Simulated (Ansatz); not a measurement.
Consider the atomization: `CC1C[SiH2]1` → 3 C• + 8 H• + Si•.

Program: Ansatz. Geometries: PBE0-D4/def2-TZVP. ΔE: electronic, gas phase. CCSD(T)/CBS is the MP2 limit (def2-TZVPP, def2-QZVPP) plus CCSD(T) − MP2 in def2-TZVPP, frozen cores. This one scheme is used for every species, atoms too. Functionals use def2-TZVPP. B3LYP here is the variant with VWN-RPA as its local correlation; programs differ in this. Open shells (•) are unrestricted, without spin–orbit coupling. Spin–orbit coupling would lower the free atoms: a little for C, Si.

```
   level  ΔE (kJ/mol)
BHLYP-D4       4348.1
   B3LYP       4400.4
```

(1) What does CCSD(T)/CBS give? (Estimate.)

(2) What do rigid-rotor, harmonic-oscillator terms from PBE0-D4/def2-TZVP frequencies (298.15 K, 1 bar) make of the CCSD(T)/CBS value? (An estimate is asked.)

Largest T1 diagnostic among the species: 0.012.

Answers

(1) Computed: +4434.1 kJ/mol. The listed levels differ from it by -86.0, -33.7 kJ/mol.

(2) Computed: ΔZPE = -257.0 kJ/mol, ΔH = +4234.5 kJ/mol, ΔS = 1257 J/(mol·K), ΔG = +3859.6 kJ/mol. Open shells count their whole term as degenerate.

Leaving LDA and LC-ωPBE aside and taking each functional with its dispersion term where it has one, the values, not all of them listed here, spread over 150.8 kJ/mol, from BHLYP-D4 to PBE-D4. LDA lies +533.2 kJ/mol from PBE without D4, its usual overbinding. From BLYP to BHLYP (50 % exact exchange), in def2-TZVPP and without D4, ΔE moves by −32.0 kJ/mol: exact exchange takes away binding that semilocal exchange gives to molecules.

For atomizations the MP2-based limit and the directly extrapolated one differ by several kJ/mol either way, and by 10 to 25 for some Ge, Se and Sn compounds, so smaller differences from it don't rank the levels.
